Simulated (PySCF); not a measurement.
Be(NH2)(OSiH3) (BeH5NOSi), SMILES [NH2][Be][O][SiH3]. Atoms are numbered in the order given.

```xyz
9

Be    -0.5110     0.6090     1.0614
N     -1.1047     1.2874     2.2557
H     -1.0361     0.9627     3.2158
H     -1.6444     2.1478     2.2403
O      0.0509    -0.0353    -0.0721
Si     0.6738    -0.7972    -1.3920
H     -0.3873    -1.5715    -2.1020
H      1.7547    -1.7417    -0.9816
H      1.2495     0.1988    -2.3436
```

Coordinates come from a B3LYP-D3(BJ)/def2-SVP optimisation. Other conformers were not sampled.

Method: PBE/def2-TZVPD in PySCF.

Isolated molecule, no solvent.

Estimate the frontier levels, gap, dipole moment and polarisability. (Estimate from the structure and the level; the computed values follow.)


```
Quantity                                                                                                       Result
---------------------------------------------------------------------------------------------  ----------------------
highest occupied level                                                                                       -5.86 eV
lowest empty level                                                                                           -1.13 eV
orbital gap                                                                                                   4.72 eV
dipole moment                                                                                                  1.27 D
quadrupole, principal values (traceless, Buckingham form, about the centre of nuclear charge)   -4.57, 1.51, 3.07 D·Å
mean static polarisability                                                                       58.3 bohr³ (8.64 Å³)
polarisability, principal values                                                               50.4, 53.4, 71.2 bohr³
```
